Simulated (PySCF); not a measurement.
**Hf(3+): ionisation energy**

Hf(3+) [Xe] 4f14 5d1 [5d3/2^1, M_J = 3/2] → Hf(4+) [Xe] 4f14, as a difference of total energies. Calculation: PySCF 2.14, in x2c-QZVPPall-2c (16s16p12d6f2g, 184 functions); the two-component X2C-1e Hamiltonian. Correlated levels: [Kr] 4d10 4f14 frozen; the 58 highest virtual spinors dropped. "Screened" scales the spin-orbit matrix elements by Boettger's factors to mimic the two-electron term; Breit and QED terms are absent.

```tsv
method	ionisation energy (eV)	difference from reference (eV)
GHF (spin-free)	32.051	-1.319
GMP2 (spin-free)	32.559	-0.811
GHF (screened spin-orbit)	32.354	-1.016
GMP2 (screened spin-orbit)	32.894	-0.476
```

Reference: 33.37 ± 0.025 eV (semi-empirical (NIST evaluation); NIST Atomic Spectra Database, ionization energies).

The spin-free rows lack the spin-orbit shift.
